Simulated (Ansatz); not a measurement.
Complex (SMILES): F (HF) with C[SiH3] (CH3-SiH3), atoms 1 to 2 the first; geometry from B3LYP-D3(BJ)/def2-TZVP, monomers rigid:
```xyz
10

F     -0.8072     1.2098    -1.0332
H     -0.8337     1.4847    -0.1466
C     -0.8969     2.1476     1.9988
Si    -0.9462     2.6964     3.7994
H     -1.4172     2.8789     1.3758
H      0.1409     2.0657     1.6668
H     -1.3852     1.1755     1.8964
H     -0.2415     1.7083     4.6485
H     -0.2858     4.0143     3.9445
H     -2.3510     2.8086     4.2554
```

The counterpoise-corrected interaction energy at MP2 with Ansatz (an electronic-structure program), in kcal/mol, split into its Hartree-Fock and correlation parts. Cores are frozen. No added dispersion term, no relativity. Functions are those of the species that has most. These sets lack the diffuse functions that weak bonds need.

```csv
basis,X,functions,Hartree-Fock,MP2
cc-pV(D+d)Z,2,86,0.15,-0.49
cc-pV(T+d)Z,3,197,-0.23,-1.47
cc-pV(Q+d)Z,4,384,-0.37,-1.85
cc-pV(5+d)Z,5,667,-0.41,-2.00
```

Worked estimate of the basis-set limit from each neighbouring pair, with Hartree-Fock from the larger set and the correlation part extrapolated as X^-3.
Correlation parts: X = 2: -0.64, X = 3: -1.24, X = 4: -1.48, X = 5: -1.59.
- (2,3): (27·(-1.24) - 8·(-0.64))/19 = -1.49; with Hartree-Fock -0.23 the estimate is -1.72 kcal/mol.
- (3,4): (64·(-1.48) - 27·(-1.24))/37 = -1.66; with Hartree-Fock -0.37 the estimate is -2.03 kcal/mol.
- (4,5): (125·(-1.59) - 64·(-1.48))/61 = -1.71; with Hartree-Fock -0.41 the estimate is -2.12 kcal/mol.
The last two estimates differ by 0.09 kcal/mol; the largest set lies 0.12 from the last. Over the last step Hartree-Fock moves by -0.04 and the correlation part by -0.11.
